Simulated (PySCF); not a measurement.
PySCF input (TPSSh/def2-TZVPD):

```python
from pyscf import gto, scf, dft

mol = gto.M(
    atom='''
    C    -0.84972708   -0.84703727    0.07635384
    C    -1.00145512    0.61530386   -0.25263998
    C     0.22649702    0.12658270    0.45818837
    N     1.44803905    0.08197280   -0.30345838
    H    -0.62496805   -1.51695526   -0.74192684
    H    -1.46523650   -1.26651742    0.86044423
    H    -1.72098136    1.19832851    0.30590941
    H    -0.87624038    0.90478477   -1.28676381
    H     0.29173597    0.37157266    1.51705422
    H     1.92128146    0.97790048   -0.28980903
    H     2.08624664   -0.61201908    0.06788706
    ''',
    basis='def2-tzvpd',
    charge=0,
    spin=0,
    verbose=4,
)

mf = dft.RKS(mol, xc='tpssh').density_fit(auxbasis='def2-universal-jkfit')
mf.grids.level = 3
mf.conv_tol = 1e-9
mf.max_cycle = 100
mf.max_memory = 1500
mf.kernel()
if not mf.converged:
    mf = mf.newton()
    mf.kernel(mf.make_rdm1())
mf.analyze()
```

Output:

```
PySCF version 2.14.0

[INPUT] verbose = 4
[INPUT] num. atoms = 11
[INPUT] num. electrons = 32
[INPUT] charge = 0
[INPUT] spin (= nelec alpha-beta = 2S) = 0
[INPUT] symmetry False subgroup None
[INPUT] Mole.unit = angstrom
[INPUT] Symbol           X                Y                Z      unit          X                Y                Z       unit  Magmom
[INPUT]  1 C     -0.849727080000  -0.847037270000   0.076353840000 AA   -1.605751461826  -1.600668457599   0.144287846159 Bohr   0.0
[INPUT]  2 C     -1.001455120000   0.615303860000  -0.252639980000 AA   -1.892475902843   1.162755778788  -0.477420370316 Bohr   0.0
[INPUT]  3 C      0.226497020000   0.126582700000   0.458188370000 AA    0.428017335830   0.239206635108   0.865850532761 Bohr   0.0
[INPUT]  4 N      1.448039050000   0.081972800000  -0.303458380000 AA    2.736397222175   0.154906141664  -0.573453228404 Bohr   0.0
[INPUT]  5 H     -0.624968050000  -1.516955260000  -0.741926840000 AA   -1.181018451103  -2.866629984618  -1.402038532064 Bohr   0.0
[INPUT]  6 H     -1.465236500000  -1.266517420000   0.860444230000 AA   -2.768895692716  -2.393371055791   1.626003940162 Bohr   0.0
[INPUT]  7 H     -1.720981360000   1.198328510000   0.305909410000 AA   -3.252183435882   2.264512691158   0.578085003827 Bohr   0.0
[INPUT]  8 H     -0.876240380000   0.904784770000  -1.286763810000 AA   -1.655854337485   1.709795416978  -2.431631187902 Bohr   0.0
[INPUT]  9 H      0.291735970000   0.371572660000   1.517054220000 AA    0.551301083984   0.702170562776   2.866816991916 Bohr   0.0
[INPUT] 10 H      1.921281460000   0.977900480000  -0.289809030000 AA    3.630695767605   1.847964084281  -0.547659695126 Bohr   0.0
[INPUT] 11 H      2.086246640000  -0.612019080000   0.067887060000 AA    3.942434777894  -1.156548444208   0.128287950802 Bohr   0.0

nuclear repulsion = 125.353206674115
number of shells = 87
number of NR pGTOs = 285
number of NR cGTOs = 211
basis = def2-tzvpd
ecp = {}

******** <class 'pyscf.df.df_jk.DFRKS'> ********
method = DFRKS
initial guess = minao
damping factor = 0
level_shift factor = 0
DIIS = <class 'pyscf.scf.diis.CDIIS'>
diis_start_cycle = 1
diis_space = 8
diis_damp = 0
SCF conv_tol = 1e-09
SCF conv_tol_grad = None
SCF max_cycles = 100
direct_scf = False
XC library pyscf.dft.libxc version 7.1.2
    S. Lehtola, C. Steigemann, M. J. T. Oliveira, and M. A. L. Marques,  SoftwareX 7, 1–5 (2018)
XC functionals = tpssh
    V. N. Staroverov, G. E. Scuseria, J. Tao, and J. P. Perdew,  J. Chem. Phys. 119, 12129 (2003)
radial grids:
    Treutler-Ahlrichs [JCP 102, 346 (1995); DOI:10.1063/1.469408] (M4) radial grids

becke partition: Becke, JCP 88, 2547 (1988); DOI:10.1063/1.454033
pruning grids: <function nwchem_prune>
grids dens level: 3
symmetrized grids: False
atomic radii adjust function: <function treutler_atomic_radii_adjust>
small_rho_cutoff = 0
Set gradient conv threshold to 3.16228e-05
Initial guess from minao.
tot grids = 124912
******** <class 'pyscf.df.df.DF'> ********
auxbasis = def2-universal-jkfit
[...]
cycle= 9 E= -173.325635529011  delta_E= -9.4e-10  |g|= 1.31e-05  |ddm|= 8.2e-05
  HOMO = -0.225868003654632  LUMO = 0.00910223282023109  gap/eV = 6.39387
Extra cycle  E= -173.325635528984  delta_E= 2.76e-11  |g|= 1.7e-05  |ddm|= 4.5e-05
converged SCF energy = -173.325635528984
**** SCF Summaries ****
Total Energy =                        -173.325635528983668
Nuclear Repulsion Energy =             125.353206674115000
One-electron Energy =                 -480.698076547358937
Two-electron Energy =                  182.019234344260269
Two-electron Coulomb Energy =          207.906365046771839
DFT Exchange-Correlation Energy =      -25.887130702511566
HOMO-LUMO gap [eV] =                     6.393865807928193
**** MO energy ****
MO #1   energy= -14.2316943980857  occ= 2
MO #2   energy= -10.1371972310331  occ= 2
MO #3   energy= -10.1050002441884  occ= 2
MO #4   energy= -10.1048028526944  occ= 2
MO #5   energy= -0.879060625230991 occ= 2
MO #6   energy= -0.79281016106318  occ= 2
MO #7   energy= -0.581321551348395 occ= 2
MO #8   energy= -0.559934185227898 occ= 2
MO #9   energy= -0.488468482676595 occ= 2
MO #10  energy= -0.460143608093509 occ= 2
MO #11  energy= -0.443527780007723 occ= 2
MO #12  energy= -0.377589485918543 occ= 2
MO #13  energy= -0.346501948597759 occ= 2
MO #14  energy= -0.290580581681315 occ= 2
MO #15  energy= -0.270760138676766 occ= 2
MO #16  energy= -0.225868003654632 occ= 2
MO #17  energy= 0.00910223282023109 occ= 0
MO #18  energy= 0.0314245749628362 occ= 0
MO #19  energy= 0.0328511829721994 occ= 0
MO #20  energy= 0.0388703431505506 occ= 0
MO #21  energy= 0.0750791409247543 occ= 0
MO #22  energy= 0.0800012105737113 occ= 0
MO #23  energy= 0.101102288215427  occ= 0
MO #24  energy= 0.107019270103112  occ= 0
MO #25  energy= 0.111723400246473  occ= 0
MO #26  energy= 0.119468110534599  occ= 0
MO #27  energy= 0.147725359550189  occ= 0
MO #28  energy= 0.150333772122348  occ= 0
MO #29  energy= 0.156452060940137  occ= 0
MO #30  energy= 0.160939915503668  occ= 0
MO #31  energy= 0.167386994086417  occ= 0
MO #32  energy= 0.178403135334883  occ= 0
MO #33  energy= 0.199137612777144  occ= 0
MO #34  energy= 0.200193533006696  occ= 0
MO #35  energy= 0.21766172907732   occ= 0
MO #36  energy= 0.224160385418397  occ= 0
MO #37  energy= 0.239275599238527  occ= 0
MO #38  energy= 0.247467835176345  occ= 0
MO #39  energy= 0.254359556983391  occ= 0
MO #40  energy= 0.260866757727964  occ= 0
MO #41  energy= 0.26444497543084   occ= 0
MO #42  energy= 0.284646803068841  occ= 0
MO #43  energy= 0.289341843044783  occ= 0
MO #44  energy= 0.294660464858122  occ= 0
MO #45  energy= 0.296859819494356  occ= 0
MO #46  energy= 0.321025025169519  occ= 0
MO #47  energy= 0.32215154529661   occ= 0
MO #48  energy= 0.331163169961367  occ= 0
MO #49  energy= 0.332853314137787  occ= 0
MO #50  energy= 0.340073944382542  occ= 0
MO #51  energy= 0.341620598907709  occ= 0
MO #52  energy= 0.346424577072261  occ= 0
MO #53  energy= 0.359643621267245  occ= 0
MO #54  energy= 0.374860270570126  occ= 0
MO #55  energy= 0.39718877214813   occ= 0
MO #56  energy= 0.401900047828444  occ= 0
MO #57  energy= 0.412938117374614  occ= 0
MO #58  energy= 0.415627464641084  occ= 0
MO #59  energy= 0.417507385300077  occ= 0
MO #60  energy= 0.422312484548288  occ= 0
MO #61  energy= 0.422979203904046  occ= 0
MO #62  energy= 0.434750608161998  occ= 0
MO #63  energy= 0.438540537293036  occ= 0
MO #64  energy= 0.454942277251588  occ= 0
MO #65  energy= 0.461480903063936  occ= 0
MO #66  energy= 0.478996964603929  occ= 0
MO #67  energy= 0.48244267701725   occ= 0
MO #68  energy= 0.492547974858221  occ= 0
MO #69  energy= 0.502902249551445  occ= 0
MO #70  energy= 0.504719197244111  occ= 0
MO #71  energy= 0.565691020345599  occ= 0
MO #72  energy= 0.565910039616738  occ= 0
MO #73  energy= 0.572354598617039  occ= 0
MO #74  energy= 0.592109343931115  occ= 0
MO #75  energy= 0.608896965462625  occ= 0
MO #76  energy= 0.636898849315985  occ= 0
MO #77  energy= 0.646112314029918  occ= 0
MO #78  energy= 0.651308822285979  occ= 0
MO #79  energy= 0.658730202780318  occ= 0
MO #80  energy= 0.682648162462931  occ= 0
MO #81  energy= 0.70202683912822   occ= 0
MO #82  energy= 0.710512452775797  occ= 0
MO #83  energy= 0.719528031765076  occ= 0
MO #84  energy= 0.724776294582567  occ= 0
MO #85  energy= 0.745550577058638  occ= 0
MO #86  energy= 0.749794452194612  occ= 0
MO #87  energy= 0.775525512105662  occ= 0
MO #88  energy= 0.798098531333175  occ= 0
MO #89  energy= 0.811268198153429  occ= 0
MO #90  energy= 0.818900448905498  occ= 0
MO #91  energy= 0.820427542395171  occ= 0
MO #92  energy= 0.877519151874407  occ= 0
MO #93  energy= 0.887438627066026  occ= 0
MO #94  energy= 0.927976028351251  occ= 0
MO #95  energy= 0.938994205039951  occ= 0
MO #96  energy= 1.00125636355618   occ= 0
MO #97  energy= 1.0477221099904    occ= 0
MO #98  energy= 1.07002427834019   occ= 0
MO #99  energy= 1.08866044234843   occ= 0
MO #100 energy= 1.15276057500129   occ= 0
MO #101 energy= 1.16560021566384   occ= 0
MO #102 energy= 1.20549500187752   occ= 0
MO #103 energy= 1.22831200672761   occ= 0
MO #104 energy= 1.23904262645921   occ= 0
MO #105 energy= 1.25401267532771   occ= 0
MO #106 energy= 1.29037622285308   occ= 0
MO #107 energy= 1.29724501506894   occ= 0
[...]
```
